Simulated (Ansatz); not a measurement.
Reaction (substitution at a C–C bond): `CCO[SiH2]C` + `[SH][InH2]` → `C[S][InH2]` + `CO[SiH2]C`

Gas-phase electronic energies from Ansatz, PBE0-D4/def2-TZVP geometries. CCSD(T)/CBS adds triple-zeta CCSD(T) − MP2 to the extrapolated MP2 energy (def2 sets, frozen cores). def2 core potentials past Kr. For In outer-core shells are correlated without core-valence functions, which leaves a few kJ/mol of doubt a bond. One conformer a species, not always the lowest.

```
     species  HF/CBS(def2) energy (Eh)
`CCO[SiH2]C`                -483.38295
`[SH][InH2]`                -588.52875
`C[S][InH2]`                -627.56907
 `CO[SiH2]C`                -444.32690
```

Question: Work out ΔE.

Answer: ΔE = (-627.56907) + (-444.32690) − (-483.38295) − (-588.52875) = 0.01573 Eh = +41.3 kJ/mol. CCSD(T)/CBS gives +34.6 kJ/mol.

Largest T1 diagnostic among the species: 0.014.

In def2-TZVPP, CCSD(T) changes the Hartree–Fock value by −3.4 kJ/mol (the triples alone add −1.8 kJ/mol) and MP2 by −5.7 kJ/mol. From PBE to PBE0 (25 % exact exchange), in def2-TZVPP and without D4, ΔE moves by +3.5 kJ/mol.
